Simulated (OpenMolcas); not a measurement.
**Ga III: effect of the active space**

- Program: OpenMolcas
- Method: CASSCF
- Basis: ANO-RCC-VTZP
- Scalar Hamiltonian: X2C, point nucleus
- Spin-orbit coupling: state interaction with AMFI integrals over the reference wave functions, term energies averaged over their components

A. 1 electron in 4 orbitals (4s 4p); 2S+1 = 2 even, 1 root; 2S+1 = 2 odd, 3 roots; cost about 6 core-seconds
B. 1 electron in 8 orbitals (4s 4p 5s 5p); 2S+1 = 2 even, 1 root; 2S+1 = 2 odd, 3 roots; cost of the order of 7 core-seconds

Energies in eV above 4s ²S_1/2, the measured ground level; measured values from Shirai, Reader, Kramida and Sugar, J. Phys. Chem. Ref. Data 36, 509 (2007).

```
     Level       A       B  Measured
 4s ²S_1/2  0.0000  0.0000    0.0000
4p ²P°_1/2  7.7963  7.7963    8.0800
4p ²P°_3/2  7.9676  7.9676    8.2930
```

Deviations, from unrounded energies. A percentage is the sum of absolute deviations over the sum of measured energies, with the sign that they share, or ± where signs differ.

```json
{"Against measurement": "mean absolute deviation (cm-1)", "Levels": "2", "A": "2500", "B": "2500"}
{"Against measurement": "other configurations (%)", "Levels": "2", "A": "-3.7", "B": "-3.7"}
```

A, B lie about equally close to measurement. The largest miss of B in the table is 4p ²P°_3/2, by -2600 cm-1. The ranking rests on the paired levels alone, and a cruder setting can come out closer through cancelling errors.

Between A and B no level of the table moves by more than 5 cm-1.

With one active electron the reference holds no correlation, so core polarisation is missing. With one active electron outside closed inactive shells, the extra shells (5p 5s) add no correlation to the reference (holds for B). Measured partners are found by configuration, term and J. A level has none where our copy of the source lacks it or the pairing is in doubt (some pairs that miss far off the trend of their configuration count as doubtful), and it then counts in no deviation. Levels of configurations outside the active space are missing.

° marks odd parity.
